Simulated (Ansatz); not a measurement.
`[CH3][Mo](=[O])(=[O])[F]` + CH₄ → `[CH3][Mo]([CH3])(=[O])=[O]` + H–F  (formal exchange of groups at a Mo–F bond)

Program: Ansatz. Geometries: PBE0-D4/def2-TZVP. ΔE: electronic, gas phase. CBS: MP2 limit from def2 TZ/QZ plus the TZ coupled-cluster correction, frozen cores. This one scheme is used for every species. Functionals use def2-TZVPP. B3LYP here is the variant with VWN-RPA as its local correlation; programs differ in this. HSE06 is defined as in plane-wave codes. Elements past krypton have def2 core potentials. For Mo outer-core shells are correlated without core-valence functions, which leaves a few kJ/mol of doubt a bond.

| level | ΔE (kJ/mol) | difference from CCSD(T)/CBS |
| --- | --- | --- |
| LDA (SPW92) | 150.6 | 9.0 |
| PBE-D4 | 154.3 | 12.7 |
| BLYP-D4 | 161.9 | 20.3 |
| B97M-V | 169.2 | 27.6 |
| PBE0-D4 | 148.5 | 6.9 |
| B3LYP-D4 | 157.4 | 15.8 |
| r2SCAN0-D4 | 153.8 | 12.2 |
| HSE06-D4 | 148.1 | 6.5 |
| BHLYP-D4 | 155.1 | 13.5 |
| CAM-B3LYP-D4 | 162.8 | 21.2 |
| ωB97X-V | 161.0 | 19.4 |
| ωB97M-V | 154.9 | 13.3 |
| B2PLYP | 159.0 | 17.4 |
| PBE-QIDH | 147.2 | 5.6 |
| PBE | 158.8 | 17.2 |
| revPBE | 160.9 | 19.3 |
| BLYP | 170.6 | 29.0 |
| r2SCAN | 163.9 | 22.3 |
| PBE0 | 152.5 | 10.9 |
| B3LYP | 164.5 | 22.9 |
| r2SCANh | 160.2 | 18.6 |
| r2SCAN0 | 155.4 | 13.8 |
| HSE06 | 152.0 | 10.4 |
| BHLYP | 161.5 | 19.9 |
| CAM-B3LYP | 167.1 | 25.5 |
| LC-ωPBE | 164.1 | 22.5 |
| RPA@PBE/def2-TZVPP | 145.4 | 3.8 |
| HF/def2-SVP | 172.6 | 31.0 |
| MP2/def2-SVP | 165.9 | 24.3 |
| CCSD/def2-SVP | 163.6 | 22.0 |
| CCSD(T)/def2-SVP | 164.8 | 23.2 |
| MP2/def2-TZVPP | 141.9 | 0.3 |
| SCS-MP2/def2-TZVPP | 148.8 | 7.2 |
| CCSD/def2-TZVPP | 144.1 | 2.5 |
| CCSD(T)/def2-TZVPP | 143.5 | 1.9 |
| HF/def2-QZVPP | 164.5 | 22.9 |
| MP2/def2-QZVPP | 141.1 | -0.5 |
| SCS-MP2/def2-QZVPP | 148.0 | 6.4 |
| MP2/CBS(def2) | 140.1 | -1.5 |
| CCSD/CBS(def2) | 142.3 | 0.7 |
| CCSD(T)/CBS | 141.6 | 0 |

Largest T1 diagnostic among the species: 0.025, so the coupled-cluster value is less sure than usual.

Leaving LDA and LC-ωPBE aside and taking each functional with its dispersion term where it has one, the values spread over 22.0 kJ/mol, from PBE-QIDH to B97M-V. LDA lies −8.1 kJ/mol from PBE without D4. From r2SCAN to r2SCAN0 (25 % exact exchange), in def2-TZVPP and without D4, ΔE moves by −8.5 kJ/mol.
